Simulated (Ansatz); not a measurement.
`[SiH3][O][InH2]` + `OBF` → `FB[O][InH2]` + `O[SiH3]`  (ligand exchange at the In–O bond)

Isolated molecules relaxed with PBE0-D4/def2-TZVP in Ansatz; ΔE leaves out vibrations. CCSD(T)/CBS is the MP2 limit (def2-TZVPP, def2-QZVPP) plus CCSD(T) − MP2 in def2-TZVPP, frozen cores. This one scheme is used for every species. DFT in def2-TZVPP. Elements past krypton have def2 core potentials. For In outer-core shells are correlated without core-valence functions, which leaves a few kJ/mol of doubt a bond. Each species was taken in one conformer, which may not be the lowest.

Q: Is it downhill or uphill in electronic energy at CCSD(T)/CBS, and by how much? (Estimate.)

A: Computed: Nearly level: ΔE = -0.3 kcal/mol.

Q: What do these levels give: revPBE-D4, BLYP-D4, B97M-V, r2SCAN0-D4, CAM-B3LYP-D4, BLYP, r2SCAN, r2SCAN0, RPA@PBE/def2-TZVPP, CCSD/def2-TZVPP, SCS-MP2/def2-QZVPP, CCSD/CBS(def2)? (An estimate is asked.)

A: The calculation gave: revPBE-D4 0.1, BLYP-D4 0.5, B97M-V 0.4, r2SCAN0-D4 0.0, CAM-B3LYP-D4 0.5, BLYP 0.4, r2SCAN -0.5, r2SCAN0 -0.1, RPA@PBE/def2-TZVPP -0.5, CCSD/def2-TZVPP 0.2, SCS-MP2/def2-QZVPP 0.1, CCSD/CBS(def2) 0.0 kcal/mol.

Largest T1 diagnostic among the species: 0.016.

In def2-TZVPP, CCSD(T) changes the Hartree–Fock value by −1.9 kcal/mol (the triples alone add −0.3 kcal/mol) and MP2 by −1.7 kcal/mol. At CCSD(T), def2-SVP lies +0.9 kcal/mol from the extrapolated value and def2-TZVPP +0.2 kcal/mol. Leaving LDA and LC-ωPBE aside and taking each functional with its dispersion term where it has one, the values, not all of them listed here, spread over 1.5 kcal/mol, from ωB97M-V to BHLYP-D4.
